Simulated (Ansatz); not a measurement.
Compare A (`BC[SiH](C)F`) with its isomer B (`B[Si](C)(C)F`).

Isolated molecules relaxed with PBE0-D4/def2-TZVP in Ansatz; ΔE leaves out vibrations. CBS: MP2 limit from def2 TZ/QZ plus the TZ coupled-cluster correction, frozen cores. DFT in def2-TZVPP. One conformer a species, not always the lowest.

**Question.** Which is lower in electronic energy at CCSD(T)/CBS, and by how much? (An estimate is asked.)

**Answer.** Ansatz gave: A, by 50.0 kJ/mol.

**Question.** Give E(B) − E(A) in kJ/mol with PBE-D4, r2SCAN-D4, CCSD(T)/def2-TZVPP, MP2/def2-TZVPP, ωB97M-V, CCSD/def2-TZVPP, HF/def2-TZVPP. (Best estimate.)

**Answer.** The calculation gave: PBE-D4 47.0, r2SCAN-D4 51.5, CCSD(T)/def2-TZVPP 49.9, MP2/def2-TZVPP 56.5, ωB97M-V 54.4, CCSD/def2-TZVPP 48.9, HF/def2-TZVPP 48.3. None reverses the order clearly.

Largest T1 diagnostic: 0.011.
